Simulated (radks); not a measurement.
Q: The mean radii <r> (bohr) of the occupied orbitals of an atom or ion are listed with their occupations. All-electron calculation, scalar-relativistic Kohn-Sham, r2SCAN, spin-unpolarised, spherical densities, finite nucleus; meta-GGA in the generalised Kohn-Sham scheme; Fermi nuclear charge, rms radius of each element as measured or else 0.836 A^(1/3) + 0.57 fm. Program: a radial shooting solver on a logarithmic mesh with Libxc functionals.

| orbital | occ. | <r> |
|---|---|---|
| 1s | 2 | 0.02507 |
| 2s | 2 | 0.1062 |
| 2p | 6 | 0.09301 |
| 3s | 2 | 0.2607 |
| 3p | 5 | 0.2539 |

Name the element and its charge.

A: Z = 57, lanthanum, charge +40: La40+ in [Ne] 3s2 3p5. The 1s radius gives Z: for a bare nucleus <r> = (2 gamma + 1)/(2Z) with gamma = sqrt(1 - (Z/c)^2), 0.02473 bohr for Z = 57, and screening makes it slightly larger (0.02507 here). The occupations add up to 17, and the charge is Z minus that.
